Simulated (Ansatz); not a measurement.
F5V, SMILES [F][V-]([F])([F])([F])[F] (connectivity only; charge and spin as stated), charge -1, multiplicity 2. Atoms are numbered in the order given.

```xyz
6

V      0.0000     0.0000     0.0131
F      0.0000     1.8409     0.0184
F      0.0000    -1.8409     0.0184
F      1.5775     0.0000     0.8042
F      0.0000     0.0000    -1.7728
F     -1.5775     0.0000     0.8042
```
Charge -1, spin multiplicity 2.

Coordinates come from a B3LYP-D3(BJ)/def2-SVPD optimisation. The spin state was assumed, not searched.

Two levels are set side by side: PBE-D3(BJ)/def2-SVPD (Ansatz, a first-principles code) and B3LYP-D3(BJ)/def2-SVPD (Ansatz). Each level has its own optimised geometry; the coordinates shown are those of the second. Differences are taken from unrounded values.

```csv
quantity,B3LYP-D3(BJ)
mean bond length (Å),1.799
bond V1–F2 (Å),1.841
bond V1–F3 (Å),1.841
bond V1–F4 (Å),1.765
bond V1–F5 (Å),1.786
bond V1–F6 (Å),1.765
```

What does PBE-D3(BJ) give, and how far is it from B3LYP-D3(BJ)? (The exact figures need the calculation; the answer reports its results.)


| quantity | PBE-D3(BJ) | PBE-D3(BJ) minus B3LYP-D3(BJ) |
|---|---|---|
| mean bond length (Å) | 1.812 | 0.012 |
| bond V1–F2 (Å) | 1.854 | 0.013 |
| bond V1–F3 (Å) | 1.854 | 0.013 |
| bond V1–F4 (Å) | 1.777 | 0.012 |
| bond V1–F5 (Å) | 1.798 | 0.012 |
| bond V1–F6 (Å) | 1.777 | 0.012 |

Exact exchange shortens and stiffens bonds; PBE has none. Differences between two approximate levels are no errors against the true value.
